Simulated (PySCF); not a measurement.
F2In (SMILES [F][In+][F]), charge +1, singlet, at a GFN2-xTB geometry (such geometries of metal compounds can be far from the true shape) (all electrons, no relativity); CAMB3LYP/STO-3G run with PySCF.

PySCF was given this input:
```python
from pyscf import gto, scf, dft

mol = gto.Mole()
mol.atom = '''
    In    0.000000    0.000000    0.000000
    F     0.000000    0.000000    2.027818
    F    -0.000000   -0.000000   -2.027818
'''
mol.basis = 'sto-3g'
mol.charge = 1
mol.spin = 0
mol.verbose = 3
mol.build()

mf = dft.RKS(mol)
mf.xc = 'camb3lyp'
mf.kernel()
mf.analyze()
```

### Question
Write the output that PySCF gives for this input, abridged.

### Answer

```
converged SCF energy = -5881.52497677084
**** MO energy ****
MO #1   energy= -976.987820051247  occ= 2
MO #2   energy= -142.146081792964  occ= 2
MO #3   energy= -134.995617263126  occ= 2
MO #4   energy= -134.995617263125  occ= 2
MO #5   energy= -134.995017837119  occ= 2
MO #6   energy= -26.146769428421   occ= 2
MO #7   energy= -24.6715501530324  occ= 2
MO #8   energy= -24.6711708104182  occ= 2
MO #9   energy= -23.5002613509548  occ= 2
MO #10  energy= -23.5002613509547  occ= 2
MO #11  energy= -23.4960739885242  occ= 2
MO #12  energy= -15.8537249844081  occ= 2
MO #13  energy= -15.8537249209471  occ= 2
MO #14  energy= -15.8501098131739  occ= 2
MO #15  energy= -15.8501098131739  occ= 2
MO #16  energy= -15.8491682981912  occ= 2
MO #17  energy= -3.95535620202097  occ= 2
MO #18  energy= -2.90123895340817  occ= 2
MO #19  energy= -2.90123895340815  occ= 2
MO #20  energy= -2.89457985792958  occ= 2
MO #21  energy= -1.33962825233075  occ= 2
MO #22  energy= -1.33777104625882  occ= 2
MO #23  energy= -0.661928156201267 occ= 2
MO #24  energy= -0.651437676114828 occ= 2
MO #25  energy= -0.651437011509255 occ= 2
MO #26  energy= -0.647905634926377 occ= 2
MO #27  energy= -0.647905634926358 occ= 2
MO #28  energy= -0.588784765067955 occ= 2
MO #29  energy= -0.559539151352098 occ= 2
MO #30  energy= -0.527282066542166 occ= 2
MO #31  energy= -0.527282066542096 occ= 2
MO #32  energy= -0.498420514251411 occ= 2
MO #33  energy= -0.498420514251367 occ= 2
MO #34  energy= -0.190893468476188 occ= 0
MO #35  energy= -0.140452439115415 occ= 0
MO #36  energy= -0.140452439115324 occ= 0
MO #37  energy= 0.110474991035938  occ= 0
 ** Mulliken atomic charges  **
charge of    0In =      1.03704
charge of    1F =     -0.01852
charge of    2F =     -0.01852

WARN: System has nonzero charge 1; the dipole moment is origin-dependent.
Location of origin: [0. 0. 0.]

Dipole moment(X, Y, Z, Debye): -0.00000,  0.00000,  0.00000
```
